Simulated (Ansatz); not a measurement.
Species: sum formula H7Si2N2O, charge 0, multiplicity 2. It need not be the lowest isomer of its formula. 
Geometry from a B3LYP-D3(BJ)/def2-TZVP (Ansatz, a program for electronic structure) optimisation:
```
O
Si 1 1.6254
Si 1 1.6549 2 138.12
N 3 1.7077 1 115.04 2 -38.45
H 4 1.0072 3 121.51 1 -82.62
H 4 1.0086 5 111.75 3 -151.99
N 2 1.7488 1 109.38 3 -12.01
H 7 1.0227 2 114.20 1 -178.74
H 3 1.4756 1 106.36 2 -157.54
H 3 1.4763 9 112.41 1 116.66
H 2 1.4830 1 109.27 3 -131.74
H 2 1.4846 11 110.17 1 121.14
```
Charge 0, spin multiplicity 2.

Property: atomisation energy (electronic, to ground-state atoms), in kcal/mol. Valence correlation only, unless marked. UHF or UKS for open shells. Spin-orbit coupling is left out. No relativistic terms. The coupled-cluster limit lacks core correlation, which all-electron functionals hold. CBS(X,Y): correlation extrapolated as X^-3; Hartree-Fock from the larger set.

```json
[
 {"level": "HF/cc-pV(D+d)Z", "program": "Ansatz", "atomisation energy (kcal/mol)": "660.7"}
]
```

### Question
Estimate the value at CCSD(T)/CBS(cc-pV(T+d)Z,cc-pV(Q+d)Z) as computed with Ansatz.

### Answer
981.4 kcal/mol
